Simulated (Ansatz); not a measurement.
Ideal-gas functions of C$_{2}$H$_{5}$NSi (`C1=N[SiH2]C1`) at 800 K and 1 bar, from an Ansatz frequency run at PBE0-D4/def2-TZVP.

Molar mass 71.15 g/mol, point group Cs (symmetry number 1), electronic degeneracy 1, moments of inertia 46.933, 66.421, 104.258 u Å². Harmonic wavenumbers (cm⁻¹, unscaled): 218, 493, 584, 644, 675, 780, 796, 867, 872, 940, 971, 1118, 1129, 1317, 1419, 1627, 2223, 2230, 3042, 3083, 3135.

Use S(trans) = R[1.5 ln M + 2.5 ln T − 1.1517]; rotational temperatures θ = 24.2544 K / I; S(rot) = R[ln(√π/σ · √(T³/θAθBθC)) + 1.5]; for each mode x = 1.438777 ν̃/T, S = R[x/(eˣ − 1) − ln(1 − e⁻ˣ)] and H = RT x/(eˣ − 1); 1 cm⁻¹ = 0.0119627 kJ/mol; R = 8.31446 J/(mol·K).

Q: By hand: the entropy, in J/(mol·K).

A: Translation 182.6. Rotation: θ = 0.5168, 0.3652, 0.2326 K, giving 113.6. Vibration, mode by mode: 16.15, 9.58, 8.28, 7.54, 7.19, 6.15, 6.01, 5.42, 5.38, 4.87, 4.66, 3.78, 3.72, 2.85, 2.47, 1.84, 0.78, 0.77, 0.23, 0.21, 0.20, in all 98.1. Electronic 0.0. Sum 394.3 J/(mol·K).

Q: By hand: H − E and G − E in kJ/mol, counted from the electronic energy.

A: Zero-point energy ½ × 28163 × 0.0119627 = 168.5; thermal vibration 46.5; translation, rotation and pV give 4 RT = 26.6. H − E = 241.6 kJ/mol, and G − E = 241.6 − 800 × 394.3/1000 = -73.8 kJ/mol.

Vibration gives 25 % of the entropy.
